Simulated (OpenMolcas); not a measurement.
# Computed transition rates of Ni³⁺

```
Program             : OpenMolcas 26.06
Method              : MS-CASPT2, IPEA 0.25 Eh, imaginary shift 0.1 Eh (closed shells correlated: 3s 3p)
Basis               : ANO-RCC-VTZP [6s5p3d2f1g]
Scalar Hamiltonian  : DKH2, point nucleus
Active space        : 7 electrons in 5 orbitals (3d)
State averaging     : 2S+1 = 4 even, 10 roots; 2S+1 = 2 even, 40 roots
Spin-orbit coupling : RASSI with atomic mean-field integrals over the reference wave functions, term energies averaged over their components
```

Rates come from the transition moments of the reference wave functions (E1 and E2 in the length form). At fixed line strength A goes as λ^-3 for E1 and M1 and as λ^-5 for E2, so a rate at the computed wavelength can be rescaled to the measured one. Measured vacuum wavelengths follow from level energies in Corliss and Sugar, J. Phys. Chem. Ref. Data 10, 197 (1981). Branching counts decays inside the model space alone, at computed energies, and the table is only a selection of the E2 and M1 lines, drawn from those between levels with measured partners whose computed energy lies within a factor of 1.5 of the measured one.

| Upper | Lower | Type | λ computed (nm) | λ measured (nm) | A computed (s-1) | A rescaled (s-1) | Branching % |
| --- | --- | --- | --- | --- | --- | --- | --- |
| 3d⁷ ⁴F_3/2 | 3d⁷ ⁴F_5/2 | M1 | 17640 | 17280 | 1.18e-02 | 1.26e-02 | 100.0 |
| 3d⁷ ⁴F_5/2 | 3d⁷ ⁴F_7/2 | M1 | 11990 | 11730 | 3.36e-02 | 3.59e-02 | 100.0 |
| 3d⁷ ⁴F_7/2 | 3d⁷ ⁴F_9/2 | M1 | 8689 | 8405 | 5.15e-02 | 5.69e-02 | 100.0 |
| 3d⁷ ²P_3/2 | 3d⁷ ⁴P_5/2 | M1 | 1974 | 1808 | 2.86e-01 |  | 37.5 |
| 3d⁷ ²P_1/2 | 3d⁷ ⁴P_1/2 | M1 | 1948 | 1757 | 3.50e-01 |  | 93.1 |
| 3d⁷ ²H_9/2 | 3d⁷ ²G_7/2 | M1 | 1370 | 1486 | 9.58e-02 |  | 21.3 |
| 3d⁷ ²H_11/2 | 3d⁷ ²G_9/2 | M1 | 1350 | 1466 | 1.02e-01 |  | 98.1 |
| 3d⁷ ²H_9/2 | 3d⁷ ²G_9/2 | M1 | 1193 | 1274 | 3.25e-01 |  | 72.3 |
| 3d⁷ ⁴P_3/2 | 3d⁷ ⁴F_5/2 | E2 | 598.8 | 612.6 | 2.22e-02 | 1.98e-02 | 31.8 |
| 3d⁷ ⁴P_1/2 | 3d⁷ ⁴F_3/2 | E2 | 596.3 | 612.1 | 3.88e-02 | 3.40e-02 | 48.7 |
| 3d⁷ ⁴P_1/2 | 3d⁷ ⁴F_5/2 | E2 | 576.8 | 591.2 | 2.97e-02 | 2.63e-02 | 37.3 |
| 3d⁷ ⁴P_3/2 | 3d⁷ ⁴F_7/2 | E2 | 570.3 | 582.2 | 3.89e-02 | 3.51e-02 | 55.6 |
| 3d⁷ ⁴P_5/2 | 3d⁷ ⁴F_9/2 | E2 | 541.8 | 551.9 | 7.58e-02 | 6.91e-02 | 72.3 |
| 3d⁷ ²G_9/2 | 3d⁷ ⁴F_7/2 | M1 | 539.8 | 536.5 | 2.65e-01 |  | 23.4 |
| 3d⁷ ²G_7/2 | 3d⁷ ⁴F_5/2 | M1 | 532.5 | 529 | 2.43e-01 |  | 38.8 |
| 3d⁷ ²G_7/2 | 3d⁷ ⁴F_7/2 | M1 | 509.8 | 506.1 | 3.32e-01 |  | 53.1 |
| 3d⁷ ²G_9/2 | 3d⁷ ⁴F_9/2 | M1 | 508.2 | 504.3 | 8.69e-01 |  | 76.6 |
| 3d⁷ ²F_7/2 | 3d⁷ ²G_7/2 | M1 | 424.3 | 436.5 | 3.28e-01 |  | 26.2 |
| 3d⁷ ²D_5/2(1) | 3d⁷ ⁴F_7/2 | M1 | 383.6 | 386 | 1.69e+00 |  | 78.3 |
| 3d⁷ ²D_3/2(1) | 3d⁷ ⁴F_3/2 | M1 | 380.4 | 382.3 | 8.44e-01 |  | 27.9 |
| 3d⁷ ²D_3/2(1) | 3d⁷ ⁴F_5/2 | M1 | 372.3 | 374 | 1.63e+00 |  | 53.7 |
| 3d⁷ ²F_5/2 | 3d⁷ ⁴F_3/2 | M1 | 242.2 | 245 | 2.74e-01 |  | 31.7 |
| 3d⁷ ²F_7/2 | 3d⁷ ⁴F_9/2 | M1 | 225.6 | 228 | 2.73e-01 |  | 21.7 |
| 3d⁷ ²D_3/2(2) | 3d⁷ ²G_7/2 | E2 | 207.2 | 215.5 | 1.07e+01 | 8.79e+00 | 58.5 |
| 3d⁷ ²D_5/2(2) | 3d⁷ ²G_9/2 | E2 | 200.2 | 207.6 | 1.07e+01 | 8.92e+00 | 50.2 |

Spin-changing lines and M1 lines between different terms are not rescaled, since their strength hangs on the term gaps too.

The largest correction is for 3d⁷ ²D_3/2(2) → 3d⁷ ²G_7/2 (E2): 1.07e+01 × (207.2 / 215.5)^5 = 8.79e+00 s-1, a factor of 0.82.

The computed rate and branching of 3d⁷ ⁴F_7/2 → 3d⁷ ⁴F_9/2 give the upper level a radiative lifetime of 1.000 / 5.15e-02 s-1 = 1.94e+01 s, counting decays inside the model space alone. The rescaled rate gives about 1.8e+01 s.

These are rates of the free ion; in crystals, glasses and complexes forced electric-dipole and non-radiative decay shorten such lifetimes by orders of magnitude. No measured rate stands beside these. Rescaling mends the energy factor alone: line strengths can still be far off where a level mixes with configurations outside the active space, and weak or spin-changing lines hang on small mixing coefficients that depend on the term gaps too, so rescaling need not improve them.

Term energies are means over components that CASPT2 splits; among the terms shown or strongly mixed into the levels shown the widest spread is 990 cm-1 (3d⁷ ⁴F). The CASPT2 spread within a term exceeds the gap to the next term for 3d⁷ ²H and 3d⁷ ²D(1), so the order of their levels is uncertain. Computed and measured levels are paired by configuration, term and J; levels that our copy of the source lacks, or whose pairing is in doubt (as where it misses far off the trend of its configuration), stay unpaired. Levels of configurations outside the active space are missing.

A number in round brackets counts repeated terms of one configuration in the order of the reference energies.
